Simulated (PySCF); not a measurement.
Cartesian coordinates in Å; atom numbers follow the order of the lines, from 1:
```xyz
24

C    -3.8262    0.0683   -0.2758
C    -2.3882   -0.2317   -0.6682
C    -1.4004    0.8148   -0.1656
C     0.0438    0.6040   -0.6098
C     0.6937   -0.6636   -0.0641
C     2.1450   -0.8624   -0.4879
C     3.1253    0.1358    0.1091
O     4.4460   -0.0802   -0.3085
H    -4.5183   -0.7056   -0.6410
H    -4.1604    1.0345   -0.6870
H    -3.9375    0.1234    0.8192
H    -2.1076   -1.2275   -0.2854
H    -2.3094   -0.3014   -1.7680
H    -1.7363    1.8093   -0.5078
H    -1.4412    0.8517    0.9387
H     0.0875    0.5844   -1.7142
H     0.6353    1.4829   -0.3040
H     0.6307   -0.6565    1.0401
H     0.1117   -1.5413   -0.3881
H     2.4688   -1.8780   -0.1941
H     2.2325   -0.8204   -1.5874
H     3.0345    0.1200    1.2163
H     2.8708    1.1597   -0.2063
H     4.6862   -0.9816   -0.0703
```

Geometry: PBE0-D3(BJ)/def2-SVP; GIAO absolute shieldings from PySCF 2.14, gas phase, non-relativistic, averaged over equivalent atoms.

At PBE0/pcSseg-1 (216 basis functions, 30 s wall time on 1 thread of an x86-64 server CPU, shared host):
```csv
atoms,σ (ppm)
C7,119.0
C6,147.1
C3,149.9
C4,153.5
C5,158.2
C2,160.1
C1,167.7
O8,291.0
H22/H23,27.71
H20/H21,29.90
H16/H17,30.06
H18/H19,30.10
H12/H13,30.12
H14/H15,30.12
H9/H10/H11,30.29
H24,31.71
```

Question: Predict the values at B3LYP/pcSseg-1 on the same geometry.

Answer: 
```csv
atoms,σ at B3LYP/pcSseg-1,change
C7,111.6,-7.4
C6,139.8,-7.3
C3,142.8,-7.1
C4,146.6,-6.9
C5,151.4,-6.8
C2,153.3,-6.8
C1,161.8,-5.9
O8,284.5,-6.5
H22/H23,27.78,+0.07
H20/H21,29.99,+0.09
H16/H17,30.15,+0.09
H18/H19,30.18,+0.08
H12/H13,30.20,+0.08
H14/H15,30.20,+0.08
H9/H10/H11,30.39,+0.10
H24,31.83,+0.12
```

The largest change is at C7 (sp3 CH2 bonded to O). Cost: 216 basis functions, 22 s wall time on 1 thread of an x86-64 server CPU, shared host. The order of the carbon signals is the same at both levels.
